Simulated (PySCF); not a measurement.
Compound: C₂H₉BN₂.
SMILES: `C/N=C\[BH2-][NH3+]`

A PySCF run (density fitting, gas phase, GFN2-xTB geometry) gave HOMO -9.21 eV, LUMO 2.98 eV, dipole 6.72 D and E = -214.493 Eh.

Task: Which of these levels was it?
A. mPW1PW91/IGLO-II
B. PBE0/cc-pVDZ
C. HF/pcSseg-1

Result: C. It is HF/pcSseg-1. All candidates on this geometry:

| level and settings | kind | basis functions | SCF cycles | E (Eh) | HOMO (eV) | LUMO (eV) | dipole (D) |
| --- | --- | --- | --- | --- | --- | --- | --- |
| mPW1PW91/IGLO-II | global hybrid | 164 | 14 | -215.9699 | -5.69 | 0.08 | 6.42 |
| PBE0/cc-pVDZ, level shift 0.1 Eh | global hybrid | 115 | 10 | -215.7065 | -5.43 | 0.48 | 6.41 |
| HF/pcSseg-1 | Hartree–Fock | 130 | 11 | -214.4932 | -9.21 | 2.98 | 6.72 |

The nearest other candidate, by the summed differences of HOMO and LUMO, is PBE0/cc-pVDZ: its HOMO differs by +3.78 eV and its LUMO by -2.50 eV. Cycle counts include a coarse-grid stage where the run had one.

The values belong to the conformer `[CH3:1]/[N:2]=[CH:3]\[BH2-:4][NH3+:5]`: N2–C3–B4–N5 180°.
